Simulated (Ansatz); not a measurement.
Cost and result for the atomization energy of C₃H₈BN (`BNCC=C`) (13 atoms, 12 bonds).

```xyz
13

B     0.111   -2.215    0.915
N     0.240   -1.196   -0.012
C    -0.607   -0.027   -0.146
C     0.152    1.244    0.068
C     0.247    2.215   -0.829
H     0.907   -3.109    0.905
H    -0.795   -2.173    1.699
H     1.007   -1.210   -0.668
H    -1.403   -0.120    0.598
H    -1.082   -0.006   -1.133
H     0.656    1.336    1.028
H    -0.241    2.139   -1.796
H     0.807    3.122   -0.630
```

Total charge 0; spin multiplicity 1. All single points use the PBE0-D4/def2-TZVP geometry. It is one conformer, not always the lowest. Program: Ansatz. All runs use 4 threads of an Arm Neoverse V1 on a shared host. Times are those of one run each, without the atoms' runs, and a repeat can differ threefold. Electronic energies, without spin–orbit coupling; frozen cores. CCSD(T)/CBS adds CCSD(T) − MP2 in def2-TZVPP to the MP2 limit, and its time is that of the two runs behind it. T1 = 0.012. B3LYP takes the VWN-RPA correlation (the form of Gaussian; ORCA's B3LYP/G).

CCSD(T)/CBS is a level of theory with its own doubt, some kJ/mol a heavy atom from the limit and from the frozen cores, so smaller differences don't rank the functionals.

| level | functions | wall time | atomization (kJ/mol) | difference from CCSD(T)/CBS | per bond |
| --- | --- | --- | --- | --- | --- |
| revPBE-D4/def2-TZVPP | 267 | 1.9 s | 5161.0 | 12.9 | 1.1 |
| BLYP-D4/def2-TZVPP | 267 | 2.1 s | 5179.1 | 31.0 | 2.6 |
| PBE-D4/def2-TZVPP (with forces) | 267 | 2.4 s | 5281.4 | 133.3 | 11.1 |
| BHLYP-D4/def2-TZVPP | 267 | 2.9 s | 5055.3 | -92.8 | -7.7 |
| CAM-B3LYP-D4/def2-TZVPP | 267 | 3.3 s | 5206.7 | 58.6 | 4.9 |
| B3LYP-D4/def2-TZVPP (with forces) | 267 | 4.6 s | 5190.7 | 42.6 | 3.5 |
| CCSD(T)/def2-SVP | 110 | 6 s | 4943.7 | -204.4 | -17.0 |
| ωB97X-V/def2-TZVPP | 267 | 7.5 s | 5169.1 | 21.0 | 1.7 |
| B97M-V/def2-TZVPP | 267 | 9.5 s | 5169.4 | 21.3 | 1.8 |
| ωB97M-V/def2-TZVPP (with forces) | 267 | 11 s | 5184.0 | 35.9 | 3.0 |
| MP2/def2-QZVPP | 525 | 28 s | 5164.0 | 15.9 | 1.3 |
| CCSD(T)/def2-TZVPP | 267 | 2.8 min | 5030.0 | -118.1 | -9.8 |
| CCSD(T)/CBS(def2) | – | 3.3 min | 5148.1 | 0.0 | 0.0 |

From BLYP to BHLYP (50 % exact exchange), in def2-TZVPP and without D4, the atomization energy moves by −99.2 kJ/mol: exact exchange takes away binding that semilocal exchange gives to molecules. Leaving LDA and LC-ωPBE aside and taking each functional with its dispersion term where it has one, the values spread over 226.1 kJ/mol, from BHLYP-D4 to PBE-D4. LDA lies +616.2 kJ/mol from PBE without D4, its usual overbinding. The D4 term adds +34.3 kJ/mol with B3LYP and +18.1 kJ/mol with PBE0; it sums over pairs of atoms, weighted by their polarisabilities, and B3LYP, whose exchange is more repulsive, gets the larger term.
